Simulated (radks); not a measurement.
Values are calculated unless marked as measured or tabulated.
Excited configurations of neutral thallium: one electron is placed in a higher orbital outside [Hg]. The ground configuration is [Hg] 6p1. Level of theory: scalar-relativistic Kohn-Sham, PBE, spin-polarised, spherical densities, finite nucleus; open shells are filled with parallel spins first (spin-orbit coupling, left out, can overturn this in heavy ions); Fermi nuclear charge, rms radius 5.4759 fm (a radial shooting solver on a logarithmic mesh with Libxc functionals). Excitation = E - E(ground); binding = E(ion) - E, where the ion is the core of charge +1; n* = 1/sqrt(2 binding) in atomic units, and the quantum defect is n - n*.

outer orbital  excitation (eV)  binding (eV)     n*  quantum defect  eigenvalue (eV)  <r> (bohr)
7d                       4.227         1.091  3.531           3.469           -0.624       18.06
7f                       4.827         0.491  5.262           1.738           -0.321       42.34

Estimate the row for 6f.

Answer. excitation (eV) 4.645; binding (eV) 0.674; n* 4.494; quantum defect 1.506; eigenvalue (eV) -0.405; <r> (bohr) 28.21. The Delta-SCF ionisation energy is 5.319 eV (NIST Atomic Spectra Database: 6.108 eV, measured). Self-interaction in the functional shifts the binding energies and quantum defects, so they are the method's values and not measured ones. Open shells are spherical and high-spin; term and fine-structure splittings are not resolved. Spin-orbit splitting is averaged out at the scalar-relativistic level.
